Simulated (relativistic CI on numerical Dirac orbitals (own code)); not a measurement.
# Ti2+ in a cubic cluster: 3s photoemission with charge transfer

Computed with a charge-transfer multiplet model of a cubic metal-ligand cluster with up to 2 ligand holes, Slater and spin-orbit integrals from Dirac-Coulomb-Breit ions, Slater integrals scaled by 0.9. The ground state mixes d2 with configurations of k ligand holes L, whose averages lie at kΔ + k(k − 1)U_dd/2; a core hole lowers each added d electron by U_cd. 20 K, Lorentzian 1.4 eV and Gaussian 0.8 eV FWHM.

Atomic integrals in eV (Slater integrals scaled, ζ unscaled), ground: F2dd 7.400, F4dd 4.602, zeta_d 0.013; with the core hole: F2dd 8.591, F4dd 5.392, zeta_d 0.018, G2cd 8.887.

Cluster parameters (eV): U_dd = 5.3, U_cd = 6.8, 10Dq = 1.25, 10Dq(ligand) = 1, V(eg) = 2, V(t2g) = -0.92, final-state hopping factor = 0.9.

```csv
Case,n_d,d2,d3L,d4L2,S
Δ = 4.7 eV,2.40,0.63,0.33,0.03,1.00
Δ = 5.7 eV,2.33,0.69,0.29,0.02,1.00
Δ = 6.7 eV,2.28,0.74,0.24,0.02,1.00
```

Weights, n_d and S are thermal averages at 20 K. Binding energies count from the first peak over 30 % of the highest in each spectrum, which can be another peak from case to case. The parameters are a model scan and need not match a compound or its usual spin state. Peaks in eV (height, largest 100):
- Δ = 4.7 eV: 0.0 (100), 4.7 (56), 7.0 (52), 8.6 (37), 13.9 (17)
- Δ = 5.7 eV: 0.0 (100), 4.9 (58), 7.1 (49), 13.3 (16)
- Δ = 6.7 eV: 0.0 (100), 5.0 (61), 7.1 (44), 12.9 (14)

Curve for Δ = 6.7 eV (points under 2 left out, the grid thinned):

(E (eV), Intensity): (-3.3, 6.0), (-2.9, 7.6), (-2.4, 10.7), (-2.0, 14.8), (-1.5, 24.4), (-1.1, 39.3), (-0.7, 64.0), (-0.2, 96.1), (0.2, 96.0), (0.7, 65.1), (1.1, 42.8), (1.5, 30.6), (2.0, 23.2), (2.4, 19.9), (2.9, 19.1), (3.3, 21.4), (3.8, 29.3), (4.2, 41.0), (4.6, 54.4), (5.1, 60.3), (5.5, 54.6), (6.0, 46.1), (6.4, 43.0), (6.8, 43.3), (7.3, 43.5), (7.7, 39.2), (8.2, 29.3), (8.6, 22.1), (9.0, 17.5), (9.5, 13.5), (9.9, 10.8), (10.4, 8.5), (10.8, 7.5), (11.3, 7.4), (11.7, 8.4), (12.1, 10.4), (12.6, 13.4), (13.0, 14.2), (13.5, 12.0), (13.9, 8.9), (14.3, 6.3), (14.8, 4.3), (15.2, 3.4), (15.7, 2.6), (16.1, 2.1)

For the case Δ = 4.7 eV, Δ = 4.7 eV is smaller than U_dd = 5.3 eV, the charge-transfer side of the Zaanen-Sawatzky-Allen scheme. With the core hole the configuration with one ligand hole lies at Δ − U_cd = -2.1, -1.1, -0.1 eV from the one without, in the order of the table; where this is negative the screened configuration lies lower, though the effective hopping of about 3.8 eV (from the holes of the mixed ground state) mixes the two strongly wherever it is as large as the gap.

Without intra-shell correlation the exchange splitting of the 3s hole comes out too large.
